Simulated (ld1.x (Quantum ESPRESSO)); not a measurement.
The numbers below are computed, except where a source is named.
**Potentials for Si (Z = 14) compared**

Generated with ld1.x 7.5 (TM, RRKJ, ultrasoft, PAW), atompaw 4.2 or ONCVPSP 4.0.1. The cutoff is in Ry: for ld1.x and atompaw files where the sum of valence levels is converged to 10 mRy in a Bessel basis, for ONCV files where the hardest occupied wave has 1 mHa per electron of residual kinetic energy. The error is the largest all-electron minus pseudo excitation energy over each file’s own four to seven test configurations (ionisations up to +4, promotions, holes and added fractions of an electron), all of which were solved. The labels leave out finer settings (local radius, basis sizes, second energies), which also bear on the numbers. Spin-polarised tests are not counted. The rows are a selection from randomly drawn settings: files with unsolved tests, undetermined cutoffs or missed reference levels are left out.

```csv
potential,cutoff (Ry),largest error (meV),bound ghosts
"TM semilocal, PBE, scalar-relativistic, rc 1.75/2.15 (sp), local p, core correction no, reference 3s2 3p2",15,+76,none
"TM, PBE, scalar-relativistic, rc 1.75/2.40/2.66 (spd), local p, core correction yes, reference 3s2 3p2",15,+60,none
"TM, PBEsol, scalar-relativistic, rc 1.55/1.55/1.20 (spd), local s, core correction yes, reference 3s1 3p3",30,+38,none
"TM, LDA (PZ), scalar-relativistic, rc 1.80/2.05/1.70 (spd), local s, core correction no, reference 3s1.5 3p2.5",15,+210,none
"RRKJ, PBE, scalar-relativistic, rc 1.65/2.35 (sp), local smoothed, core correction yes, reference 3s2 3p2",35,+102,none
"PAW, PBEsol, scalar-relativistic, rc 1.65/2.05/1.80 (spd), local smoothed, core correction yes, reference 3s2 3p2",12,-44,none
```

Fill in the row for Si: TM, revPBE, non-relativistic, rc 1.45/2.10 (sp), local s, core correction yes, reference 3s2 3p2.

cutoff 30 Ry, largest error +74 meV, bound ghosts: none.

Fill in the row for Si: TM, PBE, non-relativistic, rc 1.80/2.00 (sp), local s, core correction yes, reference 3s2 3p1.75.

cutoff 15 Ry, largest error +72 meV, bound ghosts: none.
